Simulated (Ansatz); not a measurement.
H7N3OSi, SMILES N[Si](N)(N)O.

Geometry optimised at B3LYP-D3(BJ)/def2-SVP. The values are those of a single conformer.

Two levels are set side by side: PBE/def2-SVPD (Ansatz, an electronic-structure program) and CAM-B3LYP/def2-SVPD (Ansatz). Energy differences of separate SCF runs at the same geometry; the states with an electron removed or added have multiplicity 2 and 2. Differences are taken from unrounded values.

| quantity | CAM-B3LYP | PBE | PBE minus CAM-B3LYP |
|---|---|---|---|
| vertical ionisation energy (eV) | 9.62 | 8.73 | -0.89 |
| vertical singlet–triplet gap (eV) | 6.36 | 5.40 | -0.96 |
